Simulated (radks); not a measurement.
All-electron atom: Mg I in [Ne] 3s2. Calculated with a radial shooting solver on a logarithmic mesh with Libxc functionals: Dirac Kohn-Sham, PBE, spin-unpolarised, spherical densities, finite nucleus; Fermi nuclear charge, rms radius 3.057 fm.

Spin-orbit splittings of the eigenvalues, e(l+1/2) - e(l-1/2), with zeta = 2 splitting/(2l+1) and mean radii in bohr:

shell  occ.  splitting (eV)  zeta (eV)  <r> j=l-1/2  <r> j=l+1/2
2p        6          0.2883     0.1922       0.6879       0.6902
3p        0        0.006659   0.004439        4.587        4.597
